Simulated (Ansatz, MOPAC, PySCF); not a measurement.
Positional isomers: silole hydroxy. Gas-phase values, no solvent. One relaxed conformer stands for each flexible species; it need not be the lowest. Strings in code marks are SMILES.

Quantity: electronic energy of isomers of C4H6OSi relative to `O[SiH]1C=CC=C1` (H–O–Si–C torsion 54°), in eV. The restricted reference of `OC1=CC=C[SiH2]1`, `OC1=C[SiH2]C=C1` and `O[SiH]1C=CC=C1` is unstable towards unrestricted orbitals. Semi-empirical values (MOPAC) are differences of heats of formation.

Level 1: PBE0-D4/def2-TZVP (PySCF)
Level 2: PBE/6-31G* // PBE0-D4/def2-TZVP (PySCF)
Level 3: HF/cc-pVTZ // PBE0-D4/def2-TZVP (Ansatz, an electronic-structure program)
Level 4: PM3 // PBE0-D4/def2-TZVP (MOPAC)

```tsv
species	level 2	level 3	level 4
`OC1=C[SiH2]C=C1` (H–O–C–C torsion 0°)	0.98	1.41	1.26
`OC1=CC=C[SiH2]1` (H–O–C–Si torsion 0°)	1.26	1.82	1.32
```

Question: What does level 1 give for each?

Answer: 
- `OC1=C[SiH2]C=C1` (H–O–C–C torsion 0°): 1.23
- `OC1=CC=C[SiH2]1` (H–O–C–Si torsion 0°): 1.55
